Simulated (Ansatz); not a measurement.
Consider the substitution at a C–O bond: `O=C(O)[TeH]` + H₂S → `O=C(S)[TeH]` + H₂O.

Isolated molecules relaxed with PBE0-D4/def2-TZVP in Ansatz; ΔE leaves out vibrations. CCSD(T)/CBS is the MP2 limit (def2-TZVPP, def2-QZVPP) plus CCSD(T) − MP2 in def2-TZVPP, frozen cores. This one scheme is used for every species. Functionals use def2-TZVPP. def2 core potentials past Kr. For Te outer-core shells are correlated without core-valence functions, which leaves a few kJ/mol of doubt a bond. Each species was taken in one conformer, which may not be the lowest.

```csv
level,ΔE (kJ/mol),difference from CCSD(T)/CBS
BLYP-D4,17.0,-1.7
r2SCAN-D4,24.6,5.9
ωB97M-V,34.4,15.7
B2PLYP,27.3,8.6
PBE-QIDH,29.1,10.4
BLYP,24.9,6.2
r2SCANh,27.6,8.9
r2SCAN0,30.9,12.2
CCSD(T)/def2-SVP,53.8,35.1
SCS-MP2/def2-QZVPP,19.7,1.0
CCSD(T)/CBS,18.7,0
```

Largest T1 diagnostic among the species: 0.016.

In def2-TZVPP, CCSD(T) changes the Hartree–Fock value by −25.6 kJ/mol (the triples alone add −5.6 kJ/mol) and MP2 by −33.7 kJ/mol. The D4 term adds −6.5 kJ/mol with B3LYP and −3.4 kJ/mol with PBE0; it sums over pairs of atoms, weighted by their polarisabilities, and B3LYP, whose exchange is more repulsive, gets the larger term.

B3LYP here is the variant with VWN-RPA as its local correlation; programs differ in this.
